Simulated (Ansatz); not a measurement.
Geometry optimisation, Ansatz 0.2.0, RKS LDA/def2-SVP.

input.yaml

```yaml
crystal:
  periodic: [false, false, false]
  atoms:
    - { symbol: "N", position_ang: [-1.00909, 1.47619, 0.0709] }
    - { symbol: In, position_ang: [0.10196, -0.23653, -0.177] }
    - { symbol: S, position_ang: [1.97424, -0.90092, 1.20788] }
    - { symbol: Br, position_ang: [-0.2753, -1.53871, -2.26486] }
    - { symbol: H, position_ang: [-1.08728, 1.74107, 1.04853] }
    - { symbol: H, position_ang: [-1.953, 1.38857, -0.29567] }
    - { symbol: H, position_ang: [2.24846, -1.92966, 0.41023] }
basis:
  gaussian: { orbitals: def2-SVP }
hamiltonian:
  xc: lda
relax:
  f_tol: 0.015
  max_steps: 40
```

Run as:

```bash
$ ansatz run input.yaml --threads 2 --pin off --max-ram 3072MiB --backend cpu --events-out ev --progress --plain --runs-dir out
```

**Question.** Where does it end, and by what steps?

**Answer.** It converged. After 7 steps the energy has fallen by 0.063 eV; H6 moved furthest, 0.10 Å.

```tsv
step	energy less start (eV)	largest force component (eV/Å)	accepted
0	0.0000	0.898	yes
1	-0.0370	0.333	yes
2	-0.0502	0.360	yes
3	-0.0609	0.078	yes
4	-0.0621	0.079	yes
5	-0.0629	0.028	yes
6	-0.0630	0.015	yes
7	-0.0630	0.003	yes
```

```xyz
7
Properties=species:S:1:pos:R:3
N -1.001 1.424 0.109
In 0.124 -0.217 -0.146
S 1.973 -0.880 1.186
Br -0.267 -1.538 -2.197
H -1.132 1.740 1.078
H -1.905 1.403 -0.379
H 2.209 -1.933 0.349
```

The run took 14 s on 2 threads of Arm Neoverse V1, on a shared host, peak memory 0.15 GiB.
